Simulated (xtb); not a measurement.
xtb input (GFN1-xTB):

```bash
xtb mol.xyz --gfn 1 --opt tight --chrg 0 --uhf 0
```
mol.xyz:
```
5

Si    -0.01738732    -0.32762436     0.01169695
F      0.02302615    -1.21553728     1.31346682
F     -0.15634775    -1.29660324    -1.22377760
Cl    -1.62266252     0.89234890     0.08620541
Cl     1.70756351     0.70741615    -0.14332072
```

Output:

```
           -------------------------------------------------
          |                Calculation Setup                |
           -------------------------------------------------

           -------------------------------------------------
          |                 G F N 1 - x T B                 |
           -------------------------------------------------

        Reference                      10.1021/acs.jctc.7b00118
      * Hamiltonian:
        H0-scaling (s, p, d)           1.850000    2.250000    2.000000
        zeta-weighting                 0.000000
      * Dispersion:
        s8                             2.400000
        a1                             0.630000
        a2                             5.000000
        s9                             0.000000
      * Repulsion:
        kExp                           1.500000
        rExp                           1.000000
      * Coulomb:
        alpha                          2.000000
        third order                    atomic
        anisotropic                    false
      * Halogen bond correction:
        rad-scale                      1.300000
        damping                        0.440000

          ...................................................
          :                      SETUP                      :
          :.................................................:
          :  # basis functions                  38          :
          :  # atomic orbitals                  35          :
          :  # shells                           13          :
          :  # electrons                        32          :
          :  # halogen bonds                     0          :
          :  max. iterations                   250          :
          :  Hamiltonian                  GFN1-xTB          :
          :  restarted?                      false          :
          :  GBSA solvation                  false          :
          :  PC potential                    false          :
          :  electronic temp.          300.0000000     K    :
          :  accuracy                    1.0000000          :
          :  -> integral cutoff          0.2500000E+02      :
          :  -> integral neglect         0.1000000E-07      :
          :  -> SCF convergence          0.1000000E-05 Eh   :
          :  -> wf. convergence          0.2000000E-04 e    :
          :  Broyden damping             0.4000000          :
          :  net charge                          0          :
          :  unpaired electrons                  0          :
          ...................................................

 iter      E             dE          RMSdq      gap      omega  full diag
   1    -20.9726543 -0.209727E+02  0.841E+00    8.21       0.0  T
   2    -20.9789743 -0.632003E-02  0.491E+00    8.48       1.0  T
   3    -20.9651213  0.138530E-01  0.142E+00    8.23       1.0  T
   4    -20.9811543 -0.160330E-01  0.227E-01    8.45       1.0  T
   5    -20.9813523 -0.197934E-03  0.893E-02    8.41       1.0  T
   6    -20.9813704 -0.181343E-04  0.299E-03    8.41      15.0  T
   7    -20.9813704 -0.244203E-07  0.547E-04    8.41      81.8  T
[...]
         :: repulsion energy           0.056726133488 Eh    ::
         :: dispersion energy         -0.001882656099 Eh    ::
         :: halogen bond corr.         0.000000000000 Eh    ::
         :: add. restraining           0.000000000000 Eh    ::
         :: total charge               0.000000000000 e     ::
         :::::::::::::::::::::::::::::::::::::::::::::::::::::

           -------------------------------------------------
          |                Property Printout                |
           -------------------------------------------------

    * Orbital Energies and Occupations

         #    Occupation            Energy/Eh            Energy/eV
      -------------------------------------------------------------
         1        2.0000           -0.9269342             -25.2232
       ...           ...                  ...                  ...
         4        2.0000           -0.8386720             -22.8214
         5        2.0000           -0.5963719             -16.2281
         6        2.0000           -0.5618333             -15.2883
         7        2.0000           -0.5569935             -15.1566
         8        2.0000           -0.5519328             -15.0189
         9        2.0000           -0.5472129             -14.8904
        10        2.0000           -0.5265513             -14.3282
        11        2.0000           -0.5256857             -14.3046
        12        2.0000           -0.4930770             -13.4173
        13        2.0000           -0.4925851             -13.4039
        14        2.0000           -0.4846178             -13.1871
        15        2.0000           -0.4810590             -13.0903
        16        2.0000           -0.4727391             -12.8639 (HOMO)
        17                         -0.1643546              -4.4723 (LUMO)
        18                         -0.1275580              -3.4710
        19                         -0.1116391              -3.0379
        20                         -0.1041461              -2.8340
        21                         -0.0614584              -1.6724
        22                         -0.0580699              -1.5802
        23                         -0.0572415              -1.5576
        24                         -0.0564439              -1.5359
        25                         -0.0551689              -1.5012
        26                         -0.0536915              -1.4610
        27                          0.0379364               1.0323
       ...                                ...                  ...
        35                          0.9395552              25.5666
      -------------------------------------------------------------
                  HL-Gap            0.3083845 Eh            8.3916 eV
             Fermi-level           -0.3185469 Eh           -8.6681 eV

  Mulliken/CM5 charges         n(s)   n(p)   n(d)
     1Si    0.56490  0.42077   0.881  1.261  1.293
     2F    -0.23231 -0.21031   1.757  5.476  0.000
     3F    -0.23231 -0.21031   1.757  5.476  0.000
Note: The following floating-point exceptions are signalling: IEEE_DENORMAL
normal termination of xtb
     4Cl   -0.05014 -0.00008   1.886  5.177 -0.012
     5Cl   -0.05014 -0.00008   1.886  5.177 -0.012

Wiberg/Mayer (AO) data.
largest (>0.10) Wiberg bond orders for each atom

 ---------------------------------------------------------------------------
     #   Z sym  total        # sym  WBO       # sym  WBO       # sym  WBO
 ---------------------------------------------------------------------------
     1  14 Si   5.214 --     4 Cl   1.386     5 Cl   1.386     2 F    1.221
                             3 F    1.221
     2   9 F    1.309 --     1 Si   1.221
     3   9 F    1.309 --     1 Si   1.221
     4  17 Cl   1.497 --     1 Si   1.386
     5  17 Cl   1.497 --     1 Si   1.386
 ---------------------------------------------------------------------------

Topologies differ in total number of bonds
Writing topology from bond orders to xtbtopo.mol

 dipole moment from electron density (au)
     X       Y       Z
   0.0187   0.3533  -0.0126  total (Debye):    0.900

           -------------------------------------------------
          |                Geometry Summary                 |
           -------------------------------------------------

      molecular mass/u    :      136.9881802
   center of mass at/Å    :       -0.0002107      -0.0039695       0.0001417
  moments of inertia/u·Å² :        0.1660095E+03   0.2633603E+03   0.3085911E+03
rotational constants/cm⁻¹ :        0.1015462E+00   0.6400977E-01   0.5462774E-01

 * 4 selected distances

     #   Z          #   Z                                           value/Å
     1  14 Si       2   9 F                                       1.5894193 (min)
     1  14 Si       3   9 F                                       1.5894193
     1  14 Si       4  17 Cl                                      2.0018324
     1  14 Si       5  17 Cl                                      2.0018324 (max)

 * 2 distinct bonds (by element types)

   Z      Z             #   av. dist./Å        max./Å        min./Å
   9 F   14 Si          2     1.5894193     1.5894193     1.5894193
  14 Si  17 Cl          2     2.0018324     2.0018324     2.0018324

optimized geometry written to: xtbopt.xyz

           -------------------------------------------------
          | TOTAL ENERGY              -20.927500420111 Eh   |
          | GRADIENT NORM               0.000089674712 Eh/α |
          | HOMO-LUMO GAP               8.391569505035 eV   |
           -------------------------------------------------

------------------------------------------------------------------------
------------------------------------------------------------------------
 total:
 SCF:
 ANC optimizer:
```
